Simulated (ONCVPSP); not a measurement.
What one change does to a pseudopotential (N, ONCV)

ONCVPSP 4.0.1 input, shortened (lines: element, Z, core and valence counts, functional; n l f; lmax; l rc ep ncon nbas qcut; lloc lpopt rc5 dvloc0; l nproj debl; icmod fcfact rcfact), PBE, scalar-relativistic:

```
  N 7.00    1    2        4      upf
    1    0    2.00
    2    0    2.00
    2    1    2.00
    2
    0    1.00    0.00    4    8    7.20
    1    1.10    0.00    4    7    7.10
    2    1.20    0.31    3    6    8.70
    4    5    0.95    0.00
    0    2    2.60
    1    3    3.50
    2    2    3.90
    3    1.75    1.55
```

All-electron outer shells of the reference configuration (PBE, scalar-relativistic, ld1.x):

| shell | level (eV) | outermost node (bohr) | outermost maximum (bohr) |
| --- | --- | --- | --- |
| 1s | -401.68 | – | 0.15 |
| 2s | -32.46 | 0.32 | 0.99 |
| 2p | -20.69 | – | 0.92 |

Change: reference 2s1 2p4.

Cutoffs: the cutoffs (Ha) at which the residual kinetic energy of the hardest occupied pseudo-wave falls to 1 and 0.1 mHa per electron; they do not see the model core or the augmentation charge, which bear on the density cutoff. Errors are all-electron minus pseudo energies relative to the spin-unpolarised reference configuration.

Q: What does the change do?

A: The potential gets neither clearly harder nor softer (92 Ha and 142 Ha → 86 Ha and 137 Ha); neither file shows a bound ghost.

| quantity | base | changed |
| --- | --- | --- |
| cutoff, loose | 92 Ha | 86 Ha |
| cutoff, tight | 142 Ha | 137 Ha |
| loose cutoff by channel | s 27 Ha, p 92 Ha | s 26 Ha, p 86 Ha |
| bound ghosts | none | none |
| GHOST(+) flags under 300 eV | p at 200.0 eV | p at 234.6 eV |
| largest error over its own tests, meV | +283 | +141 |
| s: phases at 1.01 bohr within 0.05 rad from the reference energy up to (Ha; the scan ends near 5) | to the end of the scan | to the end of the scan |
| p: phases at 1.12 bohr within 0.05 rad from the reference energy up to (Ha; the scan ends near 5) | to the end of the scan | to the end of the scan |
| d: phases at 1.22 bohr within 0.05 rad from the reference energy up to (Ha; the scan ends near 5) | to the end of the scan | to the end of the scan |
| rms error of d²Exc/dni dnj with the model core, mHa | 1.92 | 1.06 |
